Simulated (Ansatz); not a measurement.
C3H3BrF2 (SMILES C=C(Br)C(F)F) moved off its minimum; all values from Ansatz (a first-principles code), cores frozen in correlated methods.
(charge 0, multiplicity 1)
```xyz
9

C     -1.42005    -1.11963    -0.66348
C     -0.37438    -0.45409    -0.31356
Br    -0.53696     1.34728     0.28496
C      1.04387    -0.95378    -0.38004
F      1.11002    -2.22802    -0.93321
F      1.59243    -1.10318     0.90017
H     -1.29423    -2.14579    -1.08654
H     -2.37726    -0.74977    -0.60543
H      1.68716    -0.27741    -0.91942
```

Question: Give the forces (eV/Å), the total energy and the dipole at CCSD(T)/aug-cc-pVTZ.

Answer: 
```
atom      Fx      Fy      Fz
----  ------  ------  ------
C1    -0.131  -3.501  -1.488
C2     2.136   1.382   0.857
Br3    0.208  -0.019   0.094
C4     0.459  -1.319   1.053
F5    -0.237   1.232   0.201
F6    -0.673   0.360  -1.022
H7    -0.074   0.886   0.511
H8    -2.009   0.903   0.125
H9     0.322   0.077  -0.332
```
Energy -2888.0219 hartree, dipole 1.95 D.
